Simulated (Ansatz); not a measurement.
Reaction (ligand exchange at the In–C bond): `N#[C][In]([Cl])[Cl]` + H₂Se → `[Cl][In]([Cl])[SeH]` + `C#N`

Isolated molecules relaxed with PBE0-D4/def2-TZVP in Ansatz; ΔE leaves out vibrations. CCSD(T)/CBS is the MP2 limit (def2-TZVPP, def2-QZVPP) plus CCSD(T) − MP2 in def2-TZVPP, frozen cores. This one scheme is used for every species. Functionals use def2-TZVPP. def2 core potentials past Kr. For In, Se outer-core shells are correlated without core-valence functions, which leaves a few kJ/mol of doubt a bond. Scalar relativity is left out up to krypton. Each species was taken in one conformer, which may not be the lowest.

```json
{"level": "PBE0-D4", "ΔE (eV)": "-0.97"}
{"level": "MP2/CBS(def2)", "ΔE (eV)": "-1.01"}
```

Task: What does CCSD(T)/CBS give? (An estimate is asked.)

Result: The calculation gave: -0.95 eV. The listed levels differ from it by -0.02, -0.06 eV.

Largest T1 diagnostic among the species: 0.014.

At CCSD(T), def2-SVP lies +0.11 eV from the extrapolated value and def2-TZVPP +0.11 eV. Leaving LDA and LC-ωPBE aside and taking each functional with its dispersion term where it has one, the values, not all of them listed here, spread over 0.11 eV, from r2SCAN0-D4 to ωB97X-V.
